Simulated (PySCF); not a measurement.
C⁺ (carbon, charge +1) across methods

[He] 2s2 3s1, 2S determinant (an excited configuration). All numbers are calculated (PySCF 2.14, the non-relativistic Hamiltonian (point nucleus), in dyall-acv3z).

| method | E (hartree) | mean ε 2s α (eV) | mean ε 2s β (eV) | mean ε 3s α (eV) | Σ⟨r²⟩ (bohr²) | ⟨S²⟩ |
| --- | --- | --- | --- | --- | --- | --- |
| LDA | -36.5067 | -32.963 | -32.719 | -8.078 | 24.32 | 0.750 |
| PBE | -36.8389 | -33.085 | -32.849 | -8.164 | 24.08 | 0.750 |
| BLYP | -36.8900 | -32.977 | -32.792 | -7.940 | 23.98 | 0.750 |
| PBE0 | -36.8470 | -34.830 | -34.546 | -8.679 | 24.29 | 0.750 |
| r2SCAN | -36.8561 | -33.420 | -33.269 | -8.159 | 24.48 | 0.750 |
| wB97X-V | -36.8940 | -37.505 | -37.275 | -9.985 | 24.62 | 0.750 |
| PW91 | -36.8669 | -33.143 | -32.901 | -8.177 | 24.02 | 0.750 |
| UHF | -36.76874 | -39.205 | -38.703 | -9.808 | 25.44 | 0.750 |

(1) Estimate the same row for LC-wPBE.

The outer electron is Rydberg-like, and this basis confines it to a smaller radius and binds it less than a complete one would.

Results:

(1) E (hartree) = -36.8491; mean ε 2s α (eV) = -38.019; mean ε 2s β (eV) = -37.802; mean ε 3s α (eV) = -10.242; Σ⟨r²⟩ (bohr²) = 24.51; ⟨S²⟩ = 0.750.
